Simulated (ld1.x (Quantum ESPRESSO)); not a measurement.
# Reading a pseudo-wave (carbon)

Columns: radius, all-electron u(r) and pseudo u(r) of the 2p shell (level -5.34 eV) of carbon in the configuration [He] 2s2 2p2; PW91, scalar-relativistic, RRKJ scheme, ld1.x (Quantum ESPRESSO) 7.5.

| r (bohr) | all-electron | pseudo |
| --- | --- | --- |
| 0.105 | 0.0516 | 0.0185 |
| 0.210 | 0.1563 | 0.0720 |
| 0.315 | 0.2718 | 0.1542 |
| 0.420 | 0.3796 | 0.2561 |
| 0.525 | 0.4721 | 0.3669 |
| 0.630 | 0.5477 | 0.4757 |
| 0.735 | 0.6073 | 0.5731 |
| 0.840 | 0.6517 | 0.6520 |
| 0.945 | 0.6822 | 0.7087 |
| 1.050 | 0.7004 | 0.7425 |
| 1.155 | 0.7083 | 0.7555 |
| 1.260 | 0.7078 | 0.7517 |
| 1.365 | 0.7005 | 0.7359 |
| 1.470 | 0.6880 | 0.7129 |
| 1.575 | 0.6714 | 0.6865 |
| 1.680 | 0.6519 | 0.6595 |
| 1.785 | 0.6301 | 0.6331 |
| 1.890 | 0.6068 | 0.6076 |
| 1.995 | 0.5825 | 0.5826 |
| 2.100 | 0.5578 | 0.5578 |
| 2.205 | 0.5328 | 0.5328 |
| 2.310 | 0.5079 | 0.5079 |
| 2.415 | 0.4834 | 0.4834 |
| 2.520 | 0.4593 | 0.4593 |
| 2.625 | 0.4358 | 0.4358 |
| 2.730 | 0.4131 | 0.4131 |

Problem. How many radial nodes do the two functions have?

Solution. The all-electron 2p function has n − l − 1 = 0; the pseudo-wave has 0.

Problem. At about which radius was the pseudo-wave matched?

Solution. 2.10 bohr, where the columns begin to agree (steps of 0.10 bohr).

Problem. Is the pseudo-wave norm-conserving?

Solution. Yes: the RRKJ scheme keeps the norm inside the radius equal to the all-electron one, which fixes the energy derivative of the logarithmic derivative at the level.
